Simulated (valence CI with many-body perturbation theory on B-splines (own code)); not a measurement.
# E1 line list for Pr XLVI

Computed by relativistic CI+MBPT: four valence electrons over a frozen Dirac-Fock core [Ne], a basis of 11 s, 11 p, 9 d, 7 f, 5 g, 2 h, 1 i functions for each j, with the one-electron correlation potential Σ1, the two-electron term Σ2, the three-electron term Σ3, Breit, model QED; selected CI, second order for the rest (own B-spline code, finite nucleus).

The last digits are not significant, and no measured levels were compared; by estimate large intervals hold to a few tenths of a per cent, small ones and those within an open d or f shell to about a per cent.

Lines 1 to 50 of 235 in falling wavelength, among levels below 4915.1 × 10³ cm⁻¹, chosen from the strongest by gf and those to the six lowest levels. Wavelengths and rates use the calculated energies. Electric multipoles are in the length gauge, E1 and E2 with the static RPA response of the core. Weak lines are less certain than strong ones. Lines between different terms over intervals too small for the method are left out, as are lines whose strength nearly cancels. The highest levels of a list are the least certain.

Levels are named by their leading jj configuration (3d3/2^4 stands for four electrons in 3d with j = 3/2), which in mixed levels can hold well under half, so a name can repeat and another be missing. Letters in brackets count levels of one name in rising energy.

```csv
λ vac (nm),Upper,Lower,A (s⁻¹),log gf,Branch %
388.3,(3s^2 3p3/2^2) J=0,(3s 3p1/2^2 3p3/2) J=1,6.16e+03,-4.86,0.0
128.2,(3s^2 3p3/2^2) J=2,(3s 3p1/2^2 3p3/2) J=2,7.04e+04,-4.06,0.4
100.6,(3s 3p1/2^2 3p3/2) J=1,(3s^2 3p3/2^2) J=2,6.25e+05,-3.55,0.0
32.64,(3s^2 3p1/2 3d3/2) J=2,(3s^2 3p3/2^2) J=2,1.58e+06,-3.90,0.0
18.08,(3s^2 3p1/2 3d3/2) J=1,(3s^2 3p3/2^2) J=2,2.56e+07,-3.42,0.0
16.51,(3s^2 3p1/2 3d5/2) J=2,(3s^2 3p3/2^2) J=2,1.48e+08,-2.52,0.3
15.93,(3s^2 3p1/2 3d5/2) J=3,(3s^2 3p3/2^2) J=2,1.15e+08,-2.51,0.2
15.07,(3s 3p1/2 3p3/2 3d3/2) J=3 [a],(3s^2 3p3/2 3d3/2) J=2,1.16e+09,-1.56,5.1
13.21,(3s 3p1/2 3p3/2 3d3/2) J=4,(3s^2 3p3/2 3d3/2) J=3,4.01e+09,-1.02,44.7
13.17,(3s 3p1/2^2 3d3/2) J=2,(3s^2 3p1/2 3d3/2) J=1,3.70e+09,-1.32,14.7
12.94,(3s 3p1/2 3p3/2 3d5/2) J=4 [a],(3s^2 3p3/2 3d5/2) J=4,1.39e+09,-1.50,75.6
12.04,(3s 3p1/2 3p3/2 3d5/2) J=4 [b],(3s^2 3p3/2 3d5/2) J=3,3.08e+09,-1.22,3.0
11.86,(3s 3p1/2 3p3/2 3d3/2) J=2 [c],(3s^2 3p3/2 3d3/2) J=2,3.09e+09,-1.49,1.2
11.64,(3s 3p1/2 3p3/2^2) J=2 [a],(3s^2 3p3/2^2) J=2,4.62e+08,-2.33,0.2
11.55,(3s 3p1/2 3p3/2 3d3/2) J=3 [b],(3s^2 3p3/2 3d3/2) J=2,1.46e+09,-1.69,0.3
11.53,(3s 3p1/2 3p3/2 3d3/2) J=2 [a],(3s 3p1/2 3p3/2^2) J=1 [b],2.11e+09,-1.68,1.3
11.51,(3s 3p1/2 3p3/2 3d3/2) J=3 [b],(3s^2 3p3/2 3d3/2) J=3,1.84e+09,-1.59,0.4
11.25,(3s 3p1/2^2 3p3/2) J=2,(3s^2 3p1/2 3p3/2) J=2,5.28e+09,-1.30,42.9
11.22,(3s 3p1/2 3p3/2 3d3/2) J=1 [b],(3s^2 3p3/2 3d3/2) J=0,3.49e+09,-1.70,0.6
11.14,(3s 3p1/2 3p3/2 3d3/2) J=2 [d],(3s^2 3p3/2 3d3/2) J=1,3.61e+09,-1.47,0.6
11.09,(3s 3p1/2 3p3/2 3d5/2) J=5,(3s^2 3p3/2 3d5/2) J=4,1.05e+10,-0.67,100.0
10.93,(3s 3p1/2 3p3/2 3d5/2) J=4 [c],(3s^2 3p3/2 3d5/2) J=3,5.12e+09,-1.08,1.8
10.75,(3s 3p1/2 3p3/2 3d3/2) J=2 [a],(3s 3p1/2 3p3/2^2) J=2 [b],3.83e+09,-1.48,2.4
10.69,(3s 3p1/2 3p3/2^2) J=3,(3s^2 3p3/2^2) J=2,6.84e+09,-1.09,6.9
10.65,(3s 3p1/2 3p3/2 3d5/2) J=1 [a],(3s^2 3p3/2 3d5/2) J=2,3.80e+09,-1.71,0.9
10.59,(3s 3p1/2 3p3/2 3d5/2) J=3 [a],(3s^2 3p3/2 3d5/2) J=2,6.70e+09,-1.10,3.9
10.58,(3s 3p1/2^2 3d5/2) J=3,(3s^2 3p1/2 3d5/2) J=3,7.53e+09,-1.05,8.8
10.56,(3s 3p1/2^2 3p3/2) J=2,(3s^2 3p1/2 3p3/2) J=1,7.04e+09,-1.23,57.1
10.56,(3s 3p1/2 3p3/2 3d3/2) J=1 [c],(3s^2 3p3/2 3d3/2) J=1,4.85e+09,-1.61,0.9
10.56,(3s 3p1/2 3p3/2 3d3/2) J=3 [c],(3s^2 3p3/2 3d3/2) J=2,2.23e+09,-1.58,0.5
10.52,(3s 3p1/2 3p3/2 3d3/2) J=3 [c],(3s^2 3p3/2 3d3/2) J=3,5.93e+09,-1.16,1.4
10.48,(3s 3p1/2 3p3/2^2) J=1 [a],(3s^2 3p3/2^2) J=0,4.96e+09,-1.61,2.1
10.39,(3s 3p1/2 3p3/2 3d5/2) J=1 [c],(3s^2 3p3/2 3d5/2) J=1,7.09e+09,-1.46,2.2
10.34,(3s 3p1/2^2 3d5/2) J=3,(3s^2 3p1/2 3d5/2) J=2,1.11e+10,-0.91,12.9
10.34,(3s 3p1/2^2 3d3/2) J=1,(3s^2 3p1/2 3d3/2) J=2,1.47e+10,-1.15,56.4
10.21,(3s 3p1/2 3p3/2 3d5/2) J=2 [c],(3s^2 3p3/2 3d5/2) J=1,8.32e+09,-1.19,2.1
9.938,(3s 3p1/2^2 3d3/2) J=2,(3s^2 3p1/2 3d3/2) J=2,1.10e+10,-1.09,43.7
9.889,(3p1/2^2 3p3/2^2) J=0,(3s 3p1/2 3p3/2^2) J=1 [b],1.41e+10,-1.69,5.0
9.846,(3s 3p1/2 3p3/2 3d5/2) J=2 [b],(3s^2 3p3/2 3d5/2) J=2,6.41e+09,-1.33,1.4
9.826,(3s 3p1/2 3p3/2 3d5/2) J=3 [d],(3s^2 3p3/2 3d5/2) J=3,1.02e+10,-0.99,2.1
9.823,(3s 3p1/2 3p3/2 3d5/2) J=3 [b],(3s^2 3p3/2 3d5/2) J=2,4.54e+09,-1.34,1.4
9.762,(3s 3p1/2 3p3/2 3d5/2) J=2 [c],(3s^2 3p3/2 3d5/2) J=3,3.66e+09,-1.58,0.9
9.751,(3s 3p1/2^2 3d5/2) J=2,(3s^2 3p1/2 3d5/2) J=3,1.74e+10,-0.91,18.9
9.720,(3s 3p1/2 3p3/2 3d5/2) J=2 [d],(3s^2 3p3/2 3d5/2) J=1,4.90e+09,-1.46,0.7
9.654,(3s 3p1/2 3p3/2 3d3/2) J=2 [b],(3s 3p1/2 3p3/2^2) J=2 [b],5.11e+09,-1.45,2.3
9.546,(3s 3p1/2^2 3d5/2) J=2,(3s^2 3p1/2 3d5/2) J=2,4.89e+09,-1.48,5.3
9.536,(3s 3p1/2 3p3/2 3d5/2) J=4 [b],(3s^2 3p3/2 3d5/2) J=4,3.75e+09,-1.34,3.7
9.522,(3s 3p1/2 3p3/2 3d3/2) J=2 [e],(3s^2 3p3/2 3d5/2) J=2,4.29e+09,-1.54,0.5
9.471,(3s 3p1/2 3p3/2 3d3/2) J=2 [b],(3s 3p1/2 3p3/2^2) J=1 [a],3.84e+09,-1.59,1.7
9.380,(3s 3p1/2^2 3p3/2) J=1,(3s^2 3p1/2 3p3/2) J=2,2.07e+10,-1.09,11.9
```

Q: How does gf follow from A for the line at 13.17 nm?

A: gf = 1.4992 × (2J+1)_upper × A / σ², with σ = 759466 cm⁻¹ and 2J+1 = 5: gf = 0.0481.
